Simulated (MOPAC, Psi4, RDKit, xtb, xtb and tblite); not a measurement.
Two geometries of SMILES c1ccc(-c2cccc3ccccc23)cc1 (C16H12), singlet, relaxed at GFN2-xTB with one dihedral held; other torsions can differ between them too.

Structure A

```
28

C     -4.0758     0.5124     0.1542
C     -3.6555    -0.3714    -0.8258
C     -2.3434    -0.8072    -0.8529
C     -1.4327    -0.3621     0.1015
C     -0.0232    -0.7943     0.0590
C      0.9637     0.1534    -0.0727
C      2.3127    -0.2114    -0.1664
C      2.6732    -1.5286    -0.1270
C      1.6973    -2.5344     0.0304
C      2.0501    -3.8989     0.0962
C      1.0982    -4.8621     0.2747
C     -0.2506    -4.5004     0.4085
C     -0.6264    -3.1878     0.3425
C      0.3283    -2.1693     0.1341
C     -1.8607     0.5361     1.0740
C     -3.1750     0.9657     1.1030
H     -5.1019     0.8491     0.1762
H     -4.3527    -0.7212    -1.5734
H     -2.0124    -1.4870    -1.6252
H      0.6910     1.1980    -0.1262
H      3.0617     0.5589    -0.2789
H      3.7106    -1.8201    -0.2102
H      3.0938    -4.1663     0.0083
H      1.3768    -5.9047     0.3246
H     -0.9923    -5.2693     0.5696
H     -1.6646    -2.9150     0.4618
H     -1.1578     0.8852     1.8171
H     -3.4976     1.6572     1.8679
```

Structure B

```
28

C      4.1144     0.4088     0.2273
C      3.6513    -0.2773    -0.8825
C      2.3203    -0.6384    -0.9741
C      1.4091    -0.2827     0.0202
C      0.0181    -0.7605    -0.0211
C     -0.2635    -1.9766    -0.6046
C     -1.5594    -2.5046    -0.6122
C     -2.5913    -1.8030    -0.0568
C     -2.3743    -0.5099     0.4613
C     -3.4444     0.2592     0.9656
C     -3.2514     1.5460     1.3799
C     -1.9804     2.1279     1.2725
C     -0.9182     1.3991     0.8132
C     -1.0658     0.0457     0.4387
C      1.9028     0.3610     1.1574
C      3.2351     0.7169     1.2513
H      5.1552     0.6876     0.3002
H      4.3337    -0.5429    -1.6771
H      1.9713    -1.1504    -1.8591
H      0.5426    -2.5833    -0.9902
H     -1.7297    -3.4782    -1.0484
H     -3.5899    -2.2149    -0.0282
H     -4.4276    -0.1886     1.0000
H     -4.0758     2.1296     1.7629
H     -1.8462     3.1641     1.5472
H      0.0432     1.8761     0.6996
H      1.2423     0.5546     1.9899
H      3.5921     1.2233     2.1365
```

Q: Which is lower in energy at the level PBE0-D3(BJ)/def2-SVP // GFN2-xTB (Psi4 1.11), and by how much?

A: A is lower, by 8.66 kJ/mol (dihedral C3–C4–C5–C6: 120° in A, 30° in B).

E(B) − E(A) in kJ/mol at the other levels, on the same two geometries: GFN2-xTB (xtb and tblite) 8.20; MMFF94 // GFN2-xTB (RDKit) 23.33; PBE0/def2-SVP // GFN2-xTB (Psi4) 8.76; PBE/def2-SVP // GFN2-xTB (Psi4) 7.30; PBE-D3(BJ)/def2-SVP // GFN2-xTB (Psi4) 7.07; UFF // GFN2-xTB (RDKit) 20.36; AM1, restricted, heats of formation // GFN2-xTB (MOPAC) 8.78; PM3, restricted, heats of formation // GFN2-xTB (MOPAC) 11.79; GFN1-xTB // GFN2-xTB (xtb) 7.08.
